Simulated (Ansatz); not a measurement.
Species: H$_{3}$ClS$_{3}$Si, SMILES `S[Si](S)(S)Cl` (charge 0, multiplicity 1).

Problem. Give a relaxed geometry from r2SCAN-D4/def2-TZVP run with Ansatz (a program for electronic structure).

Solution. Several could match; the one computed here: the end point of this relaxation, one of several conformers (outside a Z-matrix the atoms follow the SMILES, hydrogens last).
Bonded distances (Å): S1–Si2 2.124, S1–H6 1.346, Si2–S3 2.124, Si2–S4 2.127, Si2–Cl5 2.056, S3–H7 1.346, S4–H8 1.346. Bond angles (°): Si2–S1–H6 92.7, S1–Si2–S3 102.1, S1–Si2–S4 114.5, S1–Si2–Cl5 112.2, S3–Si2–S4 114.5, S3–Si2–Cl5 112.2, S4–Si2–Cl5 101.8, Si2–S3–H7 92.7, Si2–S4–H8 93.3.
